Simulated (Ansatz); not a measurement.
H₃P₂, doublet, at a GFN2-xTB geometry; MP2/STO-3G (Ansatz, a quantum-chemistry and plane-wave program).

Input for Ansatz:
Ansatz 0.2 input:
```yaml
crystal:
  periodic: [false, false, false]
  atoms:
    - {symbol: P, position_ang: [0.91132207, -0.43419083, 0.44848535]}
    - {symbol: P, position_ang: [-0.83945394, 0.33421071, -0.48019854]}
    - {symbol: H, position_ang: [1.71456172, 0.57131463, -0.10152077]}
    - {symbol: H, position_ang: [-1.06154102, 1.41633629, 0.37351990]}
    - {symbol: H, position_ang: [-1.73104269, -0.48794896, 0.20369883]}
basis:
  gaussian:
    orbitals: STO-3G
magnetization: {spin_polarized: true, initial_magnetization: 1}
correlation: {method: mp2, electrons: outside_noble_gas}
accuracy: high
```

What the program printed (banner, timings and long lists left out):

```
Functional definition: HF
369 factors; integrals over basis functions are off by at most 7.1e-9 eV
mean field evaluation 1: about -18381.9003 eV, gradient 4.6e0 eV
mean field evaluation 2: about -18381.9386 eV, gradient 4.6e0 eV
mean field evaluation 4: about -18382.2995 eV, gradient 6.6e-1 eV
mean field evaluation 8: about -18382.3144 eV, gradient 7.2e-3 eV
mean field -18382.31439352 eV, -675.5375939817 hartree, gradient 8.0e-8 eV, S^2 0.758817; 0 other end points of the search recorded, 0 dependent functions left out
10 core orbitals not correlated
reference -18382.31439352 eV, -675.5375939817 hartree; 7, 6 occupied and 4, 5 virtual orbitals, 369 factors
second order -1.58250672 eV of doubles, -0.00000000 eV of singles
Total energy: -18383.89690024 eV, -675.5957500309 hartree
```
